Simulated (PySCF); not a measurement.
C5H8O, SMILES O1CC=CCC1.

Geometry optimised at B3LYP-D3(BJ)/def2-SVP. The values are those of a single conformer.

All values below come from PBE/def2-TZVP in PySCF.

The molecule is in vacuum.

```yaml
total_energy: -270.29215 hartree
highest_occupied_level: -5.73 eV
lowest_empty_level: -0.64 eV
orbital_gap: 5.09 eV
dipole_moment: 1.09 D
quadrupole, principal values (traceless, Buckingham form, about the centre of nuclear charge): -4.22, -1.31, 5.54 D·Å
mean_static_polarisability: 63.0 bohr³ (9.34 Å³)
polarisability_principal_values: 49.8, 62.4, 76.9 bohr³
```
